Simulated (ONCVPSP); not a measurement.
# vanadium, ONCV: configuration errors across variants

- Element: V
- Generator: ONCVPSP 4.0.1
- Type: optimised norm-conserving Vanderbilt (ONCV)
- Functional: LDA (Perdew-Wang 92)
- Relativity: scalar-relativistic
- Frozen core: [Ne]
- Valence charge: 13
- Reference configuration: 3s2 3p6 3d3 4s2
- Partial waves: 3s+4s: rc 1.90 bohr, ncon 4, nbas 7, qcut 7.6 1/bohr, 2 projectors; 3p: rc 1.55 bohr, ncon 5, nbas 8, qcut 10.9 1/bohr, 2 projectors, debl 0.5 Ha; 3d: rc 1.85 bohr, ncon 4, nbas 9, qcut 7.3 1/bohr, 2 projectors, debl 3.9 Ha
- Local potential: polynomial inside 1.20 bohr (lpopt 5, dvloc0 6 Ha)
- Core correction: Teter function, fcfact 2.25, rcfact 1.5

In the p channel the program set the typed energies aside and used -1.615, 0.250 Ha.

All-electron excitation energies from the reference (eV): (1) 3s2 3p6 3d3 4s1 7.934; (2) 3s2 3p6 3d3 4s0 22.472; (3) 3s2 3p6 3d2 4s0 51.635; (4) 3s2 3p6 3d3.5 4s1.5 0.024.

Errors AE − PS in meV (a dash: test not solved or not reliable):

| change | (1) | (2) | (3) | (4) | bound ghosts | GHOST(+) flags above zero |
| --- | --- | --- | --- | --- | --- | --- |
| base | +0.1 | +0.6 | +78 | +9.8 | none | none |
| core correction Teter function, fcfact 2.25, rcfact 1.16 | +0.2 | +0.8 | +79 | +9.9 | none | none |
| core correction Teter function, fcfact 2.25, rcfact 1.36 | +0.1 | +0.7 | +78 | +9.8 | none | none |
| core correction Teter function, fcfact 2.25, rcfact 1.54 | +0.1 | +0.6 | +78 | +9.8 | none | none |
| core correction Teter function, fcfact 2.25, rcfact 1.68 | +0.1 | +0.4 | +78 | +9.7 | none | none |
| core correction Teter function, fcfact 2.25, rcfact 1.8 | +0.1 | +0.3 | +78 | +9.6 | none | none |
| core correction Teter function, fcfact 2.25, rcfact 2.04 | 0.0 | -0.1 | +76 | +9.2 | none | none |

**Question.** Give the same row for: core correction Teter function, fcfact 2.25, rcfact 0.98.

**Answer.** +0.2, +1.0, +79, +9.9; bound ghosts: none; GHOST(+) flags above zero: none.
